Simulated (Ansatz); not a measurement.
Reaction (redistribution): `[O]=[V]([OH])([OH])[F]` + `O[BH][AlH2]` → `[O]=[V]([OH])([OH])[OH]` + `F[BH][AlH2]`

Isolated molecules relaxed with PBE0-D4/def2-TZVP in Ansatz; ΔE leaves out vibrations. CCSD(T)/CBS is the MP2 limit (def2-TZVPP, def2-QZVPP) plus CCSD(T) − MP2 in def2-TZVPP, frozen cores. DFT in def2-TZVPP. B3LYP here is the variant with VWN-RPA as its local correlation; programs differ in this. HSE06 is defined as in plane-wave codes. For V outer-core shells are correlated without core-valence functions, which leaves a few kJ/mol of doubt a bond. Scalar relativity is left out up to krypton. One conformer a species, not always the lowest.

```tsv
level	ΔE (kJ/mol)	difference from CCSD(T)/CBS
LDA (SPW92)	39.7	11.8
PBE-D4	39.3	11.4
revPBE-D4	39.2	11.3
r2SCAN-D4	37.6	9.7
B97M-V	39.0	11.1
PBE0-D4	36.7	8.8
B3LYP-D4	34.3	6.4
r2SCANh-D4	36.6	8.7
r2SCAN0-D4	35.2	7.3
HSE06-D4	36.7	8.8
CAM-B3LYP-D4	35.4	7.5
ωB97M-V	35.8	7.9
B2PLYP	34.1	6.2
PBE-QIDH	34.6	6.7
PBE	39.7	11.8
revPBE	39.5	11.6
BLYP	36.7	8.8
r2SCAN	37.7	9.8
PBE0	37.1	9.2
B3LYP	34.9	7.0
r2SCANh	36.7	8.8
r2SCAN0	35.3	7.4
HSE06	37.0	9.1
BHLYP	32.3	4.4
LC-ωPBE	40.5	12.6
RPA@PBE/def2-TZVPP	31.4	3.5
HF/def2-SVP	32.6	4.7
MP2/def2-SVP	46.2	18.3
CCSD/def2-SVP	42.0	14.1
CCSD(T)/def2-SVP	42.6	14.7
MP2/def2-TZVPP	31.8	3.9
SCS-MP2/def2-TZVPP	32.2	4.3
CCSD/def2-TZVPP	31.1	3.2
CCSD(T)/def2-TZVPP	31.0	3.1
HF/def2-QZVPP	29.4	1.5
MP2/def2-QZVPP	30.3	2.4
SCS-MP2/def2-QZVPP	30.9	3.0
HF/CBS(def2)	29.5	1.6
MP2/CBS(def2)	28.7	0.8
CCSD/CBS(def2)	28.1	0.2
CCSD(T)/CBS	27.9	0
```

Largest T1 diagnostic among the species: 0.032, so the coupled-cluster value is less sure than usual.

From BLYP to BHLYP (50 % exact exchange), in def2-TZVPP and without D4, ΔE moves by −4.4 kJ/mol. Leaving LDA and LC-ωPBE aside and taking each functional with its dispersion term where it has one, the values, not all of them listed here, spread over 7.5 kJ/mol, from BHLYP-D4 to PBE-D4. At CCSD(T), def2-SVP lies +14.7 kJ/mol from the extrapolated value and def2-TZVPP +3.1 kJ/mol.
